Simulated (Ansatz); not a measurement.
Computed with Ansatz on PBE0-D4/def2-TZVP structures; ΔE is electronic, products minus reactants. CCSD(T)/CBS adds triple-zeta CCSD(T) − MP2 to the extrapolated MP2 energy (def2 sets, frozen cores). DFT in def2-TZVPP. For Se outer-core shells are correlated without core-valence functions, which leaves a few kJ/mol of doubt a bond. Scalar relativity is left out up to krypton. One conformer a species, not always the lowest.

Consider the formal exchange of groups at the Si–C bond: `C=C(F)[SiH2][SeH]` + `C=C(O)O` → `O[SiH2][SeH]` + `C=C(O)C(=C)F`.

```csv
level,ΔE (kJ/mol)
r2SCAN-D4,-131.8
r2SCAN,-131.9
HF/def2-QZVPP,-135.5
HF/CBS(def2),-135.6
```

Problem. What does CCSD(T)/CBS give? (An estimate is asked.)

Solution. The calculation gave: -137.4 kJ/mol. The listed levels differ from it by 5.6, 5.5, 1.9, 1.8 kJ/mol.

Largest T1 diagnostic among the species: 0.012.

From PBE to PBE0 (25 % exact exchange), in def2-TZVPP and without D4, ΔE moves by −3.7 kJ/mol.
